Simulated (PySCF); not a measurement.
C₉H₁₁, doublet, at a GFN2-xTB geometry. Base run: PySCF with DF-M062X/6-31G.

The PySCF input:
```python
from pyscf import gto, scf, dft

mol = gto.Mole()
mol.atom = '''
    C     2.702291   -1.123083    0.078389
    C     1.315442   -0.555508    0.040986
    C     0.198177   -1.341921    0.036476
    C    -1.098119   -0.907976    0.001123
    C    -2.264937   -1.848881   -0.013149
    C    -1.278363    0.475806   -0.035723
    C    -0.192255    1.340862   -0.034630
    C    -0.422764    2.824858   -0.064953
    C     1.093489    0.824133    0.003997
    H     2.891486   -1.711056   -0.819046
    H     2.817625   -1.781415    0.938031
    H     3.444118   -0.330712    0.139688
    H    -3.193354   -1.317929    0.182480
    H    -2.341234   -2.333341   -0.986620
    H    -2.134983   -2.626351    0.737077
    H    -2.283760    0.874309   -0.063982
    H    -0.901591    3.150821    0.858216
    H    -1.077160    3.092600   -0.893086
    H     0.515487    3.362682   -0.174381
    H     1.945598    1.490656    0.006528
'''
mol.basis = '6-31g'
mol.charge = 0
mol.spin = 1
mol.verbose = 5
mol.build()

mf = dft.UKS(mol)
mf.xc = 'm062x'
mf = mf.density_fit(auxbasis='def2-universal-jkfit')
mf.kernel()
mf.analyze()
```

Variants of this job, named by their change:

```
change                                     ΔE vs base (µEh)  grid points  electrons on the grid
-----------------------------------------  ----------------  -----------  ---------------------
base                                                    0.0       234952               64.99991
grids.level = 2                                       -59.6       159968               64.99993
grids.radi_method = mura_knowles                       -4.5       222856               64.99991
grids.radi_method = delley                             -6.6       251008               64.99991
grids.becke_scheme = stratmann                         -4.4       234952               64.99991
grids.atom_grid = (99, 590)                           -48.1       647376               65.00000
grids.atom_grid = (75, 302)                            -2.0       290280               64.99991
grids.atom_grid = (50, 194)                            -118       132008               64.99969
grids.atom_grid = (30, 110)                            3394        49224               64.99996
grids.prune = off                                      -0.5       369952               64.99991
grids.prune = dft.gen_grid.treutler_prune               4.9       202304               64.99991
```

Open shells are given as the SCF converged; they aren't shown to be the lowest states, and a large step between rows can be another state.
